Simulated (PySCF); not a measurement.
C2H10FNSi2. Atoms are numbered in the order given.

```xyz
16

F     -2.7071     1.0232     0.9966
C     -2.5363    -0.2312     0.4113
Si    -1.2044    -0.1169    -0.9469
N      0.3558     0.3656    -0.3717
C      1.1786    -0.4141     0.5482
Si     3.0238    -0.2385     0.1244
H     -3.5053    -0.5711    -0.0017
H     -2.2497    -0.9540     1.1984
H     -1.6331     0.9039    -1.9414
H     -1.1160    -1.4800    -1.5560
H      0.5839     1.3548    -0.3969
H      1.0027    -0.1636     1.6148
H      0.9187    -1.4834     0.4491
H      3.8747    -0.9201     1.1462
H      3.3724     1.2141     0.0978
H      3.2996    -0.8213    -1.2195
```
Charge 0, spin multiplicity 1.

Geometry: B3LYP-D3(BJ)/def2-SVP. This is a generated structure with no PubChem entry under its InChIKey; it may be hypothetical. The values are those of a single conformer.

All values below come from PySCF with B3LYP-D3(BJ)/def2-SVP.

Frequencies are harmonic and unscaled.

Computed normal modes with their intensities:
| mode | ν (cm⁻¹) | IR (km/mol) | moving atoms (share of kinetic energy) |
|---|---|---|---|
| 1 | 29 | 0.9 | F 33 %, Si 28 %, N 17 %, H 13 %, C 9 % |
| 2 | 43 | 1.2 | H 37 %, C 31 %, Si 14 %, F 12 % |
| 3 | 93 | 3.7 | F 28 %, H 24 %, C 20 %, N 15 %, Si 13 % |
| 4 | 135 | 1.8 | H 50 %, C 16 %, F 15 %, N 10 %, Si 9 % |
| 5 | 165 | 1.0 | H 57 %, C 21 %, Si 15 % |
| 6 | 218 | 2.3 | H 47 %, N 22 %, C 13 %, Si 11 % |
| 7 | 248 | 0.9 | H 39 %, Si 26 %, N 13 %, F 12 %, C 10 % |
| 8 | 328 | 21.8 | Si 31 %, H 25 %, N 25 %, F 10 % |
| 9 | 398 | 82.9 | H 79 %, N 12 % |
| 10 | 510 | 6.0 | H 95 % |
| 11 | 546 | 23.3 | H 57 %, Si 29 % |
| 12 | 577 | 35.1 | H 58 %, Si 21 %, C 11 % |
| 13 | 644 | 9.0 | C 43 %, H 41 %, Si 10 % |
| 14 | 723 | 47.6 | H 71 %, C 17 %, Si 11 % |
| 15 | 742 | 12.1 | C 39 %, H 35 %, Si 22 % |
| 16 | 809 | 57.2 | H 43 %, N 21 %, C 20 %, Si 16 % |
| 17 | 822 | 1.8 | H 79 %, C 16 % |
| 18 | 880 | 32.4 | H 61 %, C 18 %, N 15 % |
| 19 | 918 | 103.7 | H 92 % |
| 20 | 923 | 538.2 | H 81 %, Si 14 % |
| 21 | 944 | 24.6 | H 80 %, Si 15 % |
| 22 | 950 | 42.7 | H 97 % |
| 23 | 956 | 39.1 | H 96 % |
| 24 | 1055 | 64.5 | C 51 %, F 40 %, H 8 % |
| 25 | 1133 | 71.2 | N 41 %, C 35 %, H 22 % |
| 26 | 1190 | 41.8 | H 89 %, N 8 % |
| 27 | 1235 | 8.6 | H 91 % |
| 28 | 1267 | 1.4 | H 77 %, C 21 % |
| 29 | 1304 | 2.4 | H 74 %, C 25 % |
| 30 | 1403 | 37.7 | H 74 %, N 18 % |
| 31 | 1451 | 13.4 | H 93 % |
| 32 | 1454 | 13.3 | H 92 % |
| 33 | 2197 | 114.4 | H 97 % |
| 34 | 2210 | 99.9 | H 98 % |
| 35 | 2213 | 139.9 | H 96 % |
| 36 | 2231 | 99.9 | H 96 % |
| 37 | 2243 | 121.1 | H 97 % |
| 38 | 2967 | 42.0 | H 94 % |
| 39 | 3004 | 24.9 | H 95 % |
| 40 | 3049 | 9.8 | H 92 %, C 8 % |
| 41 | 3057 | 28.9 | H 90 %, C 10 % |
| 42 | 3592 | 22.8 | H 93 % |
